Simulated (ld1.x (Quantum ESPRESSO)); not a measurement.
An all-electron radial function and its pseudo partner (Pt)

Columns: radius, all-electron u(r) and pseudo u(r) of the 5d shell (level -6.38 eV) of platinum in the configuration [Kr] 4d10 4f14 5s2 5p6 5d9 6s1 6p0; LDA (PZ), scalar-relativistic, TM scheme, ld1.x (Quantum ESPRESSO) 7.5.

```json
{"r (bohr)": "0.123", "all-electron": "0.2517", "pseudo": "0.0041"}
{"r (bohr)": "0.245", "all-electron": "-0.1980", "pseudo": "0.0307"}
{"r (bohr)": "0.368", "all-electron": "-0.3924", "pseudo": "0.0961"}
{"r (bohr)": "0.490", "all-electron": "-0.2083", "pseudo": "0.2022"}
{"r (bohr)": "0.613", "all-electron": "0.1017", "pseudo": "0.3408"}
{"r (bohr)": "0.735", "all-electron": "0.3855", "pseudo": "0.4896"}
{"r (bohr)": "0.858", "all-electron": "0.5980", "pseudo": "0.6279"}
{"r (bohr)": "0.980", "all-electron": "0.7330", "pseudo": "0.7350"}
{"r (bohr)": "1.103", "all-electron": "0.8062", "pseudo": "0.8034"}
{"r (bohr)": "1.225", "all-electron": "0.8331", "pseudo": "0.8325"}
{"r (bohr)": "1.348", "all-electron": "0.8287", "pseudo": "0.8299"}
{"r (bohr)": "1.470", "all-electron": "0.8041", "pseudo": "0.8055"}
{"r (bohr)": "1.593", "all-electron": "0.7669", "pseudo": "0.7677"}
{"r (bohr)": "1.715", "all-electron": "0.7234", "pseudo": "0.7236"}
{"r (bohr)": "1.838", "all-electron": "0.6764", "pseudo": "0.6765"}
{"r (bohr)": "1.960", "all-electron": "0.6293", "pseudo": "0.6293"}
{"r (bohr)": "2.083", "all-electron": "0.5826", "pseudo": "0.5826"}
{"r (bohr)": "2.205", "all-electron": "0.5380", "pseudo": "0.5380"}
{"r (bohr)": "2.328", "all-electron": "0.4955", "pseudo": "0.4955"}
{"r (bohr)": "2.450", "all-electron": "0.4559", "pseudo": "0.4559"}
{"r (bohr)": "2.573", "all-electron": "0.4187", "pseudo": "0.4187"}
{"r (bohr)": "2.695", "all-electron": "0.3845", "pseudo": "0.3845"}
{"r (bohr)": "2.818", "all-electron": "0.3526", "pseudo": "0.3526"}
{"r (bohr)": "2.940", "all-electron": "0.3234", "pseudo": "0.3234"}
{"r (bohr)": "3.063", "all-electron": "0.2963", "pseudo": "0.2963"}
{"r (bohr)": "3.185", "all-electron": "0.2716", "pseudo": "0.2716"}
```

**Question.** How many radial nodes do the two functions have?

**Answer.** The all-electron 5d function has n − l − 1 = 2; the pseudo-wave has 0, since the states of the same l below it are removed with the core.

**Question.** At about which radius was the pseudo-wave matched?

**Answer.** 2.00 bohr. The columns agree to 0.0005 from 1.72 bohr on; several derivatives are matched, so the curves merge somewhat inside the radius.

**Question.** Where does each function peak?

**Answer.** Outermost all-electron maximum near 1.23 bohr, pseudo maximum near 1.23 bohr (to the table’s step).

**Question.** Is the pseudo-wave norm-conserving?

**Answer.** Yes: the TM scheme keeps the norm inside the radius equal to the all-electron one, which fixes the energy derivative of the logarithmic derivative at the level.
